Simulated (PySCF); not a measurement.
SMILES CC(C)Cc1ccccc1, GFN2-xTB optimised geometry. Atoms within 1.6 Å of the plane z = 0.0 Å (x, y, z in Å): C1 (-1.76, -3.01, -1.39), C2 (-1.12, -1.62, -1.44), C4 (-1.14, -0.99, -0.03), C5 (-0.38, 0.31, 0.00), C6 (-1.05, 1.53, 0.00), C7 (-0.34, 2.72, 0.00), C8 (1.04, 2.71, 0.00), C9 (1.71, 1.50, 0.00), C10 (1.01, 0.31, 0.00), H12 (-2.80, -2.94, -1.07), H13 (-1.23, -3.66, -0.70), H18 (-0.68, -1.69, 0.67), H19 (-2.17, -0.82, 0.27), H20 (-2.13, 1.55, 0.01), H21 (-0.87, 3.66, 0.01), H22 (1.59, 3.63, 0.00), H23 (2.80, 1.48, 0.00), H24 (1.54, -0.63, 0.00).

Computed with PBE/def2-SVP in PySCF 2.14.0. Cells within 0.4 Å of a nucleus heavier than hydrogen are left out (blank, or x).

Map of the electron localisation function on the plane z = 0.0 Å:

```
|00000000000000000000000000000|
|00000000000000000000000000000|
|00000000000230000121000000000|
|00000000007996000899400000000|
|00000000049999104999910000000|
|00000000039999307999910000000|
|00000000007999547999500000000|
|0000000000068x38xx85000000000|
|0000000231146xx9xx62011000000|
|00000049997698555985899700000|
|00000079999xx62045x5999930000|
|00000059999xx72055x6999930000|
|00000003885697565985899810000|
|0000000000044x38xx62023100000|
|0000000133258x58x384000000000|
|00000018998698447999300000000|
|00000039999xx6107999800000000|
|00000007997x26203999800000000|
|00000000234577300488300000000|
|00000000000244100000000000000|
|00000023100000000000000000000|
|00000267302310000000000000000|
|00000154117994000000000000000|
|00000010019999200000000000000|
|00000000018998100000000000000|
|00000000004873000000000000000|
|00000000000100000000000000000|
|00000000000000000000000000000|
|00000000000000000000000000000|
```
Scale: ten equal steps from 0.000 (start of '0') to 1.000 (end of '9'), in the order '0123456789'; x runs from -6.00 to 6.00, y from -6.00 (bottom) to 6.00 (top).
